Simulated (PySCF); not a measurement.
Below is a simulated gas-phase P 2p photoelectron spectrum of (H2B-mu-PH2)2 (B2H8P2).

Every computed line was given a Gaussian of 0.8 eV full width at half maximum and an area set by the number of equivalent atoms (split 2:1 within a doublet); the highest printed point is 100. Method: delta-SCF UKS SCAN, pcX-2 on the ionised atom, pcseg-1 elsewhere, spin-free X2C in PySCF.

(binding energy (eV), intensity): (135.8, 0), (135.9, 1), (136.0, 3), (136.1, 6), (136.2, 11), (136.3, 19), (136.4, 31), (136.5, 47), (136.6, 64), (136.7, 81), (136.8, 94), (136.9, 100), (137.0, 99), (137.1, 91), (137.2, 80), (137.3, 68), (137.4, 60), (137.5, 55), (137.6, 54), (137.7, 54), (137.8, 53), (137.9, 49), (138.0, 43), (138.1, 34), (138.2, 25), (138.3, 17), (138.4, 11), (138.5, 6), (138.6, 3), (138.7, 2), (138.8, 1), (138.9, 0), (139.0, 0)

Problem. How many maxima does the curve show, and how many computed lines lie under it?

Solution. The curve has 1 maximum (at 136.9 eV). Under it lie 2 lines from 1 inequivalent phosphorus site, drawn as a 2p3/2, 2p1/2 pair. At this width some lines have no maximum of their own.

Problem. Decompose the envelope and assign each component. Bonds: B1–P4, B1–P8, P4–B5, B5–P8. Hydrogens: H2, H3 on B1; H9, H10 on P4; H6, H7 on B5; H11, H12 on P8.

Solution. 
| position (eV) | relative area | line | atoms | environment |
| --- | --- | --- | --- | --- |
| 136.92 | 1.33 | P 2p3/2 | P4/P8 | phosphorus bonded to 2 B and 2 H |
| 137.81 | 0.67 | P 2p1/2 | P4/P8 | phosphorus bonded to 2 B and 2 H |

Problem. What are the centre and the root-mean-square width of the whole band?

Solution. The area-weighted mean of the lines is 137.21 eV. Their own spread about it is 0.42 eV (rms) and each Gaussian has σ = 0.8/2.355 = 0.34 eV; the variances add, which gives 0.54 eV.

The curve has no shake-up lines and no vibrational structure. Atoms equivalent by their bonding share one computed value, that of the first of them. Spin–orbit coupling isn't in the SCF: each 2p doublet comes from a relaxed spin-free hole plus a matrix of the shell (mean-field spin–orbit coupling and the ground-state 2p splitting), with 2p3/2 averaged over its two sublevels. 2p1/2 minus 2p3/2 (ligand field included): P 0.89 eV. Geometry: PBE0-D3(BJ)/def2-SVP, one conformer, isolated molecule.
